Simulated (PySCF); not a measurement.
BiCl2, SMILES [Cl][Bi+][Cl] (connectivity only; charge and spin as stated), charge +1, multiplicity 1.

Geometry optimised at B3LYP-D3(BJ)/def2-TZVP. The multiplicity is an assumed one; other spin states were not compared. The isomer is the one that the SMILES or the coordinates give; other isomers of the formula were not compared. The def2 effective core potentials stand for the cores of Bi; spin–orbit coupling is left out.

All values below come from PySCF 2.14.0 with C-PCM-PBE0/def2-SVP.

The values are the electrostatic part of the solvation free energy, E(continuum) − E(gas) at the gas-phase geometry, in a cavity of scaled van der Waals radii (PySCF's table); cavitation and dispersion terms are not included. A continuum can't describe solvent molecules that bind to the metal. In vacuum the orbital gap is 4.42 eV.

Problem. Estimate the values in water (ε = 78.36), toluene (ε = 2.37), ethylethanoate (ε = 5.99). (Estimate from the structure and the level; the computed values follow.)

Solution. 
```tsv
solvent	ε	ΔG(elec) (kcal/mol)	gap (eV)
water	78.36	-68.7	4.97
toluene	2.37	-39.3	4.70
ethylethanoate	5.99	-57.4	4.86
```
